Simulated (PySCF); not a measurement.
A structure optimised at PBE-D3(BJ)/def2-SVP, used in a PySCF frequency run:

```
B
C 1 1.5621
H 2 1.1068 1 113.21
H 2 1.1080 3 110.19 1 -126.88
H 2 1.1146 3 106.40 4 -115.45
Cl 1 1.7592 2 121.58 3 -151.74
I 1 2.1553 2 120.31 3 30.54
```

Q: Write its SMILES and formula.

A: CB(Cl)I, CH3BClI

Q: What are its rotational constants (standard atomic weights)?

A: 5.4795, 1.3984, 1.1219 GHz
